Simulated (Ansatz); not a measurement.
```yaml
crystal:
  periodic: [false, false, false]
  atoms:
    - {symbol: N, position_ang: [-1.344786, 1.014555, 0.068885]}
    - {symbol: C, position_ang: [-0.217909, 0.437415, -0.088088]}
    - {symbol: N, position_ang: [0.897547, 0.954526, -0.688219]}
    - {symbol: Si, position_ang: [-0.171175, -1.363612, 0.507763]}
    - {symbol: H, position_ang: [-1.348648, 1.974374, -0.286581]}
    - {symbol: H, position_ang: [0.928970, 1.937508, -0.909347]}
    - {symbol: H, position_ang: [1.782704, 0.494770, -0.571940]}
    - {symbol: H, position_ang: [-0.968007, -2.207428, -0.415115]}
    - {symbol: H, position_ang: [1.238245, -1.853269, 0.502603]}
    - {symbol: H, position_ang: [-0.713843, -1.440038, 1.882939]}
basis:
  gaussian: {orbitals: def2-mTZVPP}
magnetization: {spin_polarized: true, initial_magnetization: 1}
hamiltonian: {xc: {name: PBE0-DH}}
```

```sh
$ ansatz run in.yaml --threads 2 --pin off --events-out ev --progress --plain --max-ram 4352MiB
```

Shortened log:

```
Error: a molecule whose nuclei and cores have a total charge of 40 cannot have a net charge of 0 together with 1 unpaired electrons
```

In this input the number of unpaired electrons doesn't fit the electron count. The program refused the input.
